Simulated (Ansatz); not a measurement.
Reaction (ligand exchange at a B–N bond): `CNBCl` + `O[SiH3]` → `[SiH3]OBCl` + CH₃NH₂

Computed with Ansatz on PBE0-D4/def2-TZVP structures; ΔE is electronic, products minus reactants. CCSD(T)/CBS is the MP2 limit (def2-TZVPP, def2-QZVPP) plus CCSD(T) − MP2 in def2-TZVPP, frozen cores. This one scheme is used for every species. DFT in def2-TZVPP. B3LYP here is the variant with VWN-RPA as its local correlation; programs differ in this. HSE06 is defined as in plane-wave codes. One conformer a species, not always the lowest.

(1) Is it downhill or uphill in electronic energy at CCSD(T)/CBS, and by how much? (Best estimate.)

(2) What do these levels give: HSE06-D4, PBE-QIDH, B3LYP, HF/def2-TZVPP, SCS-MP2/def2-TZVPP, HF/CBS(def2)? (An estimate is asked.)

(3) What do rigid-rotor, harmonic-oscillator terms from PBE0-D4/def2-TZVP frequencies (298.15 K, 1 bar) make of the CCSD(T)/CBS value? (An estimate is asked.)

Largest T1 diagnostic among the species: 0.012.

## Answers

(1) The calculation gave: Uphill: ΔE = +0.05 eV.

(2) Computed: HSE06-D4 0.09, PBE-QIDH 0.07, B3LYP 0.06, HF/def2-TZVPP -0.05, SCS-MP2/def2-TZVPP 0.04, HF/CBS(def2) -0.06 eV.

(3) The calculation gave: ΔZPE = +0.01 eV, ΔH = +0.06 eV, ΔS = 5 J/(mol·K), ΔG = +0.04 eV.

Leaving LDA and LC-ωPBE aside and taking each functional with its dispersion term where it has one, the values, not all of them listed here, spread over 0.10 eV, from BHLYP-D4 to PBE-D4. LDA lies +0.05 eV from PBE without D4. At CCSD(T), def2-SVP lies −0.06 eV from the extrapolated value and def2-TZVPP −0.00 eV.
